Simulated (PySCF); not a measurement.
A structure optimised at PBE-D3(BJ)/def2-SVP, used in a PySCF frequency run:

```xyz
9

Si    -0.3851    -1.7117     0.0000
C      1.0926    -0.5434     0.0000
C      1.0032     0.7991     0.0000
Cl    -0.5189     1.6484     0.0000
H     -1.2366    -1.5012     1.2219
H     -1.2366    -1.5012    -1.2219
H      0.1287    -3.1247     0.0000
H      2.1181    -0.9530     0.0000
H      1.8648     1.4865     0.0000
```

Write its SMILES, formula and point group.

[SiH3]/C=C\Cl, C₂H₅ClSi, Cs

What are its rotational constants (standard atomic weights)?

9.3500, 2.4080, 1.9596 GHz
